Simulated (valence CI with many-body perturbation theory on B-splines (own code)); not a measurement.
**Questions on Nd28+**

Calculated by configuration interaction combined with many-body perturbation theory (CI+MBPT): four valence electrons over a frozen Dirac-Fock core [Ar] 3d10, radial functions for each j: 9 s, 9 p, 8 d, 6 f, 3 g, 1 h, with the one-electron correlation potential Σ1 (screened to all orders), the two-electron term Σ2, the three-electron term Σ3, Breit, model QED; selected single and double excitations, second order for the rest, scaled by the run's own slope (own B-spline code, finite nucleus).

No measured spectrum was set against this ion. As an estimate, large intervals hold to a few tenths of a per cent, small ones and those within an open d or f shell to about a per cent.

Levels are named by their leading jj configuration (3d3/2^4 stands for four electrons in 3d with j = 3/2), which in mixed levels can hold well under half, so a name can repeat and another be missing.

Rates and lifetimes use the calculated energies. Strong lines usually hold to 10 to 20 %, long lifetimes can be off by a factor of two.

Question: What is the ground level?

Answer: (4s^2 4p1/2^2) J=0, composition 74 % 4s2 4p2 3P + 25 % 4s2 4p2 1S.

Question: Where does the other parity begin?

Answer: At (4s 4p1/2^2 4p3/2) J=2, 721740 cm⁻¹.

Question: How well does LS coupling describe the low levels?

Answer: Among the lowest 20 levels the leading LS term, summed over configurations, holds 64 % on average. For single configurations the figures are 60 % in LS and 86 % in jj coupling. Terms mix most in the J = 1 level at 1088600 cm⁻¹, where the leading one holds 38 %.

Question: Among levels below 1693300 cm⁻¹, which E1 lines absorb most strongly from the ground level?

Answer: to (4s^2 4p1/2 4d3/2) J=1 at 8.432 nm, f = 1.43; to (4s 4p1/2^2 4p3/2) J=1 at 12.39 nm, f = 0.438; to (4s 4p1/2 4p3/2^2) J=1 at 9.186 nm, f = 0.199.

Question: What are the static dipole polarisabilities of the lowest levels?

Answer: (4s^2 4p1/2^2) J=0 0.104; (4s^2 4p1/2 4p3/2) J=1 0.113 (tensor 0.0044); (4s^2 4p1/2 4p3/2) J=2 0.113 (tensor 0.0070) bohr³, of which the core gives 0.00640.

Question: What is the ionisation energy?

Answer: 1050.1 eV; NIST lists 1049 ± 4 eV (theoretical).

Question: Name the longest-lived excited levels whose lifetime is computed, and their main decay.

Answer: (4s^2 4p1/2 4p3/2) J=2 at 244210 cm⁻¹ lives 614 μs, mostly by E2 to (4s^2 4p1/2^2) J=0; (4s^2 4p3/2 4d5/2) J=4 at 1372700 cm⁻¹ lives 7.91 μs, mostly by M1 to (4s^2 4p1/2 4d5/2) J=3; (4s^2 4p1/2 4p3/2) J=1 at 219760 cm⁻¹ lives 7.06 μs, mostly by M1 to (4s^2 4p1/2^2) J=0.
